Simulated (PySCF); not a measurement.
Work out the structure from these simulated measurements.

Formula: C6H7FO2Si.

- NMR, other nuclei: isotropic shieldings of nuclei other than C and H, by class: 217 (1 O), 306 (1 O), 334 (1 F), 375 (1 Si) ppm [GIAO PBE0/pcSseg-1]
- 13C NMR: chemical shifts (computed TMS as zero) by class: 139.7 (1 C), 103.1 (1 C), 85.7 (1 C), 73.9 (1 C), 72.5 (1 C), 6.1 (1 C) ppm [GIAO PBE0/pcSseg-1]
- Rotational structure: rotational constants A, B, C: 2.142, 0.451, 0.382 GHz [GFN2-xTB]
- 1H NMR: chemical shifts (computed TMS as zero) by class: 5.23 (1 H), 5.14 (1 H), 5.01 (1 H), 2.31 (3 H), 1.99 (1 H) ppm [GIAO PBE0/pcSseg-1]
- Dipole: 2.39 D [PBE0/pcSseg-1]

Electronic properties: PySCF, gas phase, density fitting. Levels stand in brackets. The structure is a single GFN2-xTB conformer in the gas phase; no vibrational or solvent corrections. NMR values are class means; diastereotopic atoms form classes of their own.

**Question.** Propose a structure and show how it fits.

**Answer.** Numbering: `[CH3:1][C:2]#[C:3][C:4]1=[C:5]([O:6][SiH2:7][OH:8])[C@H:9]1[F:10]`. Its formula, C6H7FO2Si, gives 4 degrees of unsaturation: 1 ring and 3 π bonds in the structure found. 6 carbons fall into 6 classes; from least to most shielded: vinylic carbon bearing oxygen [C5] (139.7 ppm), alkyne carbon [C2] (103.1 ppm), fully substituted alkene carbon [C4] (85.7 ppm), sp3 C–F carbon [C9] (73.9 ppm), alkyne carbon [C3] (72.5 ppm), propargylic carbon [C1] (6.1 ppm). Hydrogen classes from least to most shielded: 1 H on an oxygen-bound silicon, Si7 (5.23 ppm), 1 H on an oxygen-bound silicon, Si7 (5.14 ppm), 1 H on an sp3 C–F carbon, C9 (5.01 ppm), 3 H on a propargylic carbon, C1 (2.31 ppm), 1 H on a silanol oxygen, O8 (1.99 ppm). The other shieldings belong to: 217 ppm, silyl ether oxygen [O6]; 306 ppm, silanol oxygen [O8]; 334 ppm, alkyl fluorine [F10]; 375 ppm, oxygen-bound silicon [Si7]. The optimised geometry has point group C1 and is an asymmetric top. Structure: `CC#CC1=C(O[SiH2]O)[C@H]1F`. Computed isomers that give other values at the same levels: `O=C(O)C#CC[Si@@H]1C[C@@H]1F` (13C chemical shifts (computed TMS as zero) by class: 158.3 (1 C), 95.5 (1 C), 78.4 (1 C), 77.8 (1 C), 8.6 (1 C), 0.7 (1 C) ppm). The assignments are read from this structure; whether some other isomer fits the data as well wasn't checked. The mirror image fits equally.

Shape of the structure used: `[CH3:1][C:2]#[C:3][C:4]1=[C:5]([O:6][SiH2:7][OH:8])[C@H:9]1[F:10]`: C4–C5–O6–Si7 167°, C5–O6–Si7–O8 177°, H–O8–Si7–O6 22°.
